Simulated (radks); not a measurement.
Br IV, 32 electrons, occupied as [Ar] 3d9 4s2 4p3 (not the ground configuration).

Calculated with a radial shooting solver on a logarithmic mesh with Libxc functionals: scalar-relativistic Kohn-Sham, BP86, spin-unpolarised, spherical densities, finite nucleus; Fermi nuclear charge, rms radius 4.1629 fm.

Energy parts (eV):
part                       energy
total                  -70801.830
kinetic                 72339.608
electron-nucleus      -169106.134
Hartree                 28437.907
exchange-correlation    -2473.210

Orbitals (lengths in bohr, moments of r in powers of bohr; r(max) is where P^2 peaks):
[
 {"orbital": "1s", "occ.": "2", "eigenvalue (eV)": "-13377.46", "r(max)": "0.02791"},
 {"orbital": "2s", "occ.": "2", "eigenvalue (eV)": "-1790.750", "r(max)": "0.1592"},
 {"orbital": "2p", "occ.": "6", "eigenvalue (eV)": "-1586.148", "r(max)": "0.1274"},
 {"orbital": "3s", "occ.": "2", "eigenvalue (eV)": "-290.6743", "r(max)": "0.4820"},
 {"orbital": "3p", "occ.": "6", "eigenvalue (eV)": "-225.8655", "r(max)": "0.4783"},
 {"orbital": "3d", "occ.": "9", "eigenvalue (eV)": "-118.8800", "r(max)": "0.4249"},
 {"orbital": "4s", "occ.": "2", "eigenvalue (eV)": "-57.9456", "r(max)": "1.330"},
 {"orbital": "4p", "occ.": "3", "eigenvalue (eV)": "-42.8259", "r(max)": "1.480"},
 {"orbital": "4d", "occ.": "0", "eigenvalue (eV)": "-22.2927", "r(max)": "1.970"},
 {"orbital": "5s", "occ.": "0", "eigenvalue (eV)": "-19.7342", "r(max)": "3.184"}
]

The highest occupied level is 4p at -42.826 eV. The density falls to 0.001 e/bohr^3 at r = 3.29 bohr. Summed over all electrons, <r^2> = 21.52 bohr^2, which gives a Langevin (diamagnetic) susceptibility term of -17 x 10^-6 cm^3/mol. The electron density at the nucleus is 4.505e+04 e/bohr^3 (large components only).
